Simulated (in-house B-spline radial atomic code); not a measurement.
A fraction x of an electron is removed from 4p in Sr III (Sr2+), starting from [Ar] 3d10 4s2 4p6 and keeping the highest spin. Method: scalar-relativistic (X2C) OLYP, spin-polarised, spherical fractional occupations, Fermi nucleus of rms radius 4.224 fm. Calculated with a radial B-spline atomic code at the basis-set limit.

```json
{"x": "0", "E(x) - E(0) (eV)": "0.0000", "4p down level (eV)": "-36.599"}
{"x": "0.04", "E(x) - E(0) (eV)": "1.4741", "4p down level (eV)": "-37.108"}
{"x": "0.22", "E(x) - E(0) (eV)": "8.3607", "4p down level (eV)": "-39.413"}
{"x": "0.36", "E(x) - E(0) (eV)": "14.0048", "4p down level (eV)": "-41.219"}
{"x": "0.43", "E(x) - E(0) (eV)": "16.9219", "4p down level (eV)": "-42.127"}
{"x": "0.5", "E(x) - E(0) (eV)": "19.9026", "4p down level (eV)": "-43.037"}
{"x": "0.6", "E(x) - E(0) (eV)": "24.2716", "4p down level (eV)": "-44.343"}
{"x": "0.63", "E(x) - E(0) (eV)": "25.6077", "4p down level (eV)": "-44.735"}
{"x": "0.77", "E(x) - E(0) (eV)": "31.9993", "4p down level (eV)": "-46.574"}
{"x": "0.95", "E(x) - E(0) (eV)": "40.5964", "4p down level (eV)": "-48.952"}
{"x": "1", "E(x) - E(0) (eV)": "43.0606", "4p down level (eV)": "-49.615"}
```

The exact functional would give a straight line between the two integer points. Deviations E(x) - E(0) - x[E(1) - E(0)], in eV: -0.248 at x = 0.04, -1.113 at x = 0.22, -1.497 at x = 0.36, -1.594 at x = 0.43, -1.628 at x = 0.5, -1.565 at x = 0.6, -1.52 at x = 0.63, -1.157 at x = 0.77, -0.311 at x = 0.95.

The curve lies below the straight line by up to 1.628 eV (at x = 0.5): convex, the delocalisation error that favours fractional charges.

Q: How well does Slater's transition state (minus the level at half occupation) give the ionisation energy?

A: It gives 43.037 eV against 43.061 eV from the two total energies; NIST lists 42.88 eV, ground level to ground level.
